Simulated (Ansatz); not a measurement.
Computed with Ansatz on PBE0-D4/def2-TZVP structures; ΔE is electronic, products minus reactants. CCSD(T)/CBS adds triple-zeta CCSD(T) − MP2 to the extrapolated MP2 energy (def2 sets, frozen cores). This one scheme is used for every species. DFT in def2-TZVPP. B3LYP here is the variant with VWN-RPA as its local correlation; programs differ in this. Elements past krypton have def2 core potentials. For In outer-core shells are correlated without core-valence functions, which leaves a few kJ/mol of doubt a bond. Each species was taken in one conformer, which may not be the lowest.

Consider the ligand exchange at the In–C bond: `N#[C][In]([Cl])[Cl]` + `[SiH3]N[SiH3]` → `[SiH3][N]([SiH3])[In]([Cl])[Cl]` + `C#N`.

CCSD(T)/CBS gives -11.1 kJ/mol.

Question: Another level gave +4.9 kJ/mol. Which?
A. r2SCAN0/def2-TZVPP
B. RPA@PBE/def2-TZVPP
C. HF/def2-TZVPP
D. B3LYP/def2-TZVPP

Answer: A. r2SCAN0 4.9, HF/def2-TZVPP 22.2, B3LYP 13.1, RPA@PBE/def2-TZVPP -2.2 kJ/mol.

Largest T1 diagnostic among the species: 0.014.

From r2SCAN to r2SCAN0 (25 % exact exchange), in def2-TZVPP and without D4, ΔE moves by +3.5 kJ/mol. Leaving LDA and LC-ωPBE aside and taking each functional with its dispersion term where it has one, the values, not all of them listed here, spread over 8.0 kJ/mol, from BLYP-D4 to B2PLYP. LDA lies −10.7 kJ/mol from PBE without D4. The D4 term adds −14.5 kJ/mol with B3LYP and −8.4 kJ/mol with PBE0; it sums over pairs of atoms, weighted by their polarisabilities, and B3LYP, whose exchange is more repulsive, gets the larger term.
